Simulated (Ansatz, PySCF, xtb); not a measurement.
Potential energy surface of H2Be, singlet: symmetric bend, bond length relaxed. Scanned: H-Be-H angle. Other coordinates (Be-H bond length) were minimised at B3LYP/def2-TZVP.

Levels of theory: GFN1-xTB (xtb); RMP2/3-21G = restricted MP2 (frozen core)/3-21G (PySCF 2.14.0); RHF/STO-3G = restricted Hartree-Fock/STO-3G (PySCF 2.14.0); FCI/aug-cc-pVDZ = full CI/aug-cc-pVDZ, frozen core (Ansatz, an electronic-structure program).

Energies relative to the lowest point of each profile, in kJ/mol; the last columns give the difference from FCI:

| a / ° | GFN1-xTB | RMP2/3-21G | RHF/STO-3G | FCI/aug-cc-pVDZ | GFN1-xTB − FCI/aug-cc-pVDZ | RMP2/3-21G − FCI/aug-cc-pVDZ | RHF/STO-3G − FCI/aug-cc-pVDZ |
|---|---|---|---|---|---|---|---|
| 180 | 0.0 | 0.0 | 0.0 | 0.0 | 0.0 | 0.0 | 0.0 |
| 167.89 | 1.2 | 3.3 | 3.7 | 3.1 | -1.9 | 0.2 | 0.6 |
| 157.62 | 4.5 | 11.1 | 12.8 | 10.6 | -6.1 | 0.5 | 2.3 |
| 151.76 | 7.4 | 17.7 | 20.6 | 16.9 | -9.5 | 0.8 | 3.7 |
| 139.81 | 16.0 | 36.2 | 42.0 | 34.5 | -18.5 | 1.7 | 7.5 |
| 128.12 | 28.9 | 61.1 | 71.0 | 58.3 | -29.4 | 2.8 | 12.8 |
| 121.17 | 39.3 | 79.3 | 92.5 | 75.7 | -36.4 | 3.6 | 16.7 |
| 109.11 | 63.9 | 117.7 | 138.1 | 112.6 | -48.7 | 5.1 | 25.5 |
| 98.68 | 93.8 | 158.7 | 188.0 | 152.1 | -58.4 | 6.6 | 35.9 |
| 88.09 | 135.5 | 208.8 | 250.8 | 200.5 | -65.1 | 8.3 | 50.3 |
| 80.18 | 176.7 | 252.7 | 307.4 | 242.7 | -66.0 | 10.0 | 64.7 |
| 72.33 | 229.1 | 302.6 | 372.9 | 289.8 | -60.8 | 12.8 | 83.1 |
| 60 | 342.6 | 394.4 | 496.1 | 373.1 | -30.5 | 21.4 | 123.0 |

GFN1-xTB is furthest from FCI/aug-cc-pVDZ at 80.18 (-66.0 kJ/mol, below); its mean absolute difference over the points is 33.2 kJ/mol.

RMP2/3-21G is furthest from FCI/aug-cc-pVDZ at 60 (21.4 kJ/mol, above); its mean absolute difference over the points is 5.7 kJ/mol.

RHF/STO-3G is furthest from FCI/aug-cc-pVDZ at 60 (123.0 kJ/mol, above); its mean absolute difference over the points is 32.8 kJ/mol.
